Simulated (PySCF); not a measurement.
Constitutional and geometric isomers with formula C2HNO. All species are isolated molecules in the gas phase. Strings in code marks are SMILES.

The HOMO from two functionals at the same geometries (CAM-B3LYP-D3(BJ)/def2-TZVP), both in PySCF: PBE-D3(BJ)/def2-TZVP and TPSSh-D3(BJ)/def2-TZVP. 

```tsv
species	PBE-D3(BJ)/def2-TZVP (eV)	TPSSh-D3(BJ)/def2-TZVP (eV)
`N#CC=O`	-7.45	-8.28
`N=C=C=O`	-5.19	-5.78
`O=c1cn1`	-6.10	-6.75
```

Over these rows, drawn at random from the members with no instability flagged (it was tested for open shells, ions and some series alone), PBE minus TPSSh-D3(BJ): mean +0.69 eV, from +0.59 eV to +0.83 eV.
